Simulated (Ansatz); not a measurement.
Consider the ligand exchange at the Si–C bond: `N=CC[SiH3]` + `CCCO` → `CCCO[SiH3]` + `CC=N`.

Isolated molecules relaxed with PBE0-D4/def2-TZVP in Ansatz; ΔE leaves out vibrations. CCSD(T)/CBS adds triple-zeta CCSD(T) − MP2 to the extrapolated MP2 energy (def2 sets, frozen cores). DFT in def2-TZVPP. One conformer a species, not always the lowest.

`N=CC[SiH3]`:

Cartesian coordinates in Å:
```
N -0.782 2.104 -0.417
C -1.010 0.892 -0.142
C -0.264 -0.314 -0.605
Si 0.899 -0.959 0.739
H 0.009 2.189 -1.060
H -1.839 0.693 0.546
H -0.960 -1.123 -0.848
H 0.327 -0.091 -1.498
H 1.537 -2.221 0.282
H 1.950 0.053 1.018
H 0.133 -1.224 1.984
```

`CCCO`:

Z-matrix (Å, degrees):
```
C
C 1 1.519
H 1 1.094 2 111.3
H 1 1.092 2 111.4 3 120.2
H 1 1.093 2 111.1 3 -119.8
C 2 1.516 1 112.3 3 59.4
H 2 1.097 1 109.7 3 -61.9
H 2 1.094 1 110.5 3 -179.1
O 6 1.412 2 113.3 1 177.5
H 6 1.101 2 109.8 1 -57.8
H 6 1.094 2 109.9 1 59.5
H 9 0.961 6 108.2 2 59.3
```

`CCCO[SiH3]`:

Z-matrix (Å, degrees):
```
C
C 1 1.518
H 1 1.094 2 111.4
H 1 1.094 2 111.4 3 -120.1
H 1 1.091 2 111.2 3 120.0
C 2 1.511 1 112.0 3 60.1
H 2 1.094 1 110.5 3 -61.0
H 2 1.094 1 110.5 3 -178.8
O 6 1.414 2 109.8 1 -179.9
H 6 1.100 2 109.9 1 -58.8
H 6 1.100 2 109.9 1 58.9
Si 9 1.641 6 122.5 2 -179.7
H 12 1.481 9 106.6 6 -179.9
H 12 1.490 9 111.0 6 -59.9
H 12 1.490 9 111.0 6 60.1
```

`CC=N`:

```xyz
8

C    -0.502   -0.495    0.418
C     0.653    0.352   -0.003
N     0.786    1.003   -1.077
H    -0.921   -0.124    1.358
H    -1.288   -0.509   -0.339
H    -0.171   -1.521    0.605
H     1.480    0.410    0.712
H    -0.036    0.884   -1.674
```

```csv
level,ΔE (eV)
PBE0-D4,-0.88
PBE0,-0.88
HF/def2-TZVPP,-1.16
MP2/def2-QZVPP,-0.98
```

**Question.** What does CCSD(T)/CBS give? (Estimate.)

**Answer.** The calculation gave: -0.96 eV. The listed levels differ from it by 0.08, 0.08, -0.20, -0.02 eV.

Largest T1 diagnostic among the species: 0.012.

From PBE to PBE0 (25 % exact exchange), in def2-TZVPP and without D4, ΔE moves by −0.04 eV. In def2-TZVPP, CCSD(T) changes the Hartree–Fock value by +0.20 eV (the triples alone add +0.03 eV) and MP2 by +0.18 eV.
